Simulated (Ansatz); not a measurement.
Ideal-gas functions of `F[CH](F)[GeH3]` at 298.15 K and 1 bar, from an Ansatz frequency run at PBE0-D4/def2-TZVP.

Molar mass 126.65 g/mol, point group Cs (symmetry number 1), electronic degeneracy 1, moments of inertia 57.029, 190.386, 231.363 u Å². Harmonic wavenumbers (cm⁻¹, unscaled): 97, 207, 255, 441, 554, 565, 708, 807, 872, 878, 1084, 1126, 1327, 1362, 2169, 2178, 2189, 3058.

Use S(trans) = R[1.5 ln M + 2.5 ln T − 1.1517]; rotational temperatures θ = 24.2544 K / I; S(rot) = R[ln(√π/σ · √(T³/θAθBθC)) + 1.5]; for each mode x = 1.438777 ν̃/T, S = R[x/(eˣ − 1) − ln(1 − e⁻ˣ)] and H = RT x/(eˣ − 1); 1 cm⁻¹ = 0.0119627 kJ/mol; R = 8.31446 J/(mol·K).

By hand: the entropy, in J/(mol·K).

Translation 169.2. Rotation: θ = 0.4253, 0.1274, 0.1048 K, giving 109.8. Vibration, mode by mode: 14.70, 8.66, 7.10, 3.45, 2.24, 2.15, 1.24, 0.84, 0.65, 0.64, 0.28, 0.23, 0.10, 0.09, 0.00, 0.00, 0.00, 0.00, in all 42.4. Electronic 0.0. Sum 321.4 J/(mol·K).

By hand: H − E and G − E in kJ/mol, counted from the electronic energy.

Zero-point energy ½ × 19877 × 0.0119627 = 118.9; thermal vibration 7.3; translation, rotation and pV give 4 RT = 9.9. H − E = 136.1 kJ/mol, and G − E = 136.1 − 298.15 × 321.4/1000 = 40.3 kJ/mol.

Vibration gives 13 % of the entropy, 14.7 J/(mol·K) of it from the mode under 150 cm⁻¹: soft modes count most, and the harmonic formula is weakest for them.
